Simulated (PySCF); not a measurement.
## Iron: a sound run and one with changed settings

Sound run: Fe [Ar] 3d6 4s2, Fe+ [Ar] 3d6 4s1. All numbers are calculated (PySCF 2.14, the spin-free X2C one-electron Hamiltonian (Gaussian nucleus), in Sapporo-DKH3-DZP-2012 (6s4p3d1f, 40 functions)). In the sound run the correlated levels freeze [Ar]. The sound run starts from symmetry-adapted Hartree-Fock orbitals and uses a fine grid where one is needed.

Changed run: no relativity, point nucleus. This setting is unsound on purpose.

| species | method | sound run (hartree) | changed run (hartree) | converged |
| --- | --- | --- | --- | --- |
| Fe | UHF | -1271.31688 | -1258.41194 | yes |
| Fe | MN15 | -1273.31154 | -1260.43046 | no |
| Fe | LDA | -1270.04032 | -1257.14636 | yes |
| Fe | MP2 | -1271.46603 | -1258.55759 | yes |
| Fe+ | UHF | -1271.07925 | -1258.17792 | yes |
| Fe+ | MN15 | -1273.01546 | -1260.14004 | yes |
| Fe+ | LDA | -1269.73873 | -1256.85066 | yes |
| Fe+ | MP2 | -1271.19314 | -1258.28940 | yes |

Ionisation energy of Fe:

| method | sound run (eV) | changed run (eV) |
| --- | --- | --- |
| UHF | 6.466 | 6.368 |
| LDA | 8.207 | 8.047 |
| MP2 | 7.426 | 7.298 |
| SCS-MP2 | 7.583 | 7.454 |

Most of the change in total energy is the relativistic energy itself. On top of that the contraction fixes the core shape for the Hamiltonian it was made with, so the changed run is not a good calculation with the other Hamiltonian either.

For comparison, NIST gives 7.902 eV between the lowest levels.
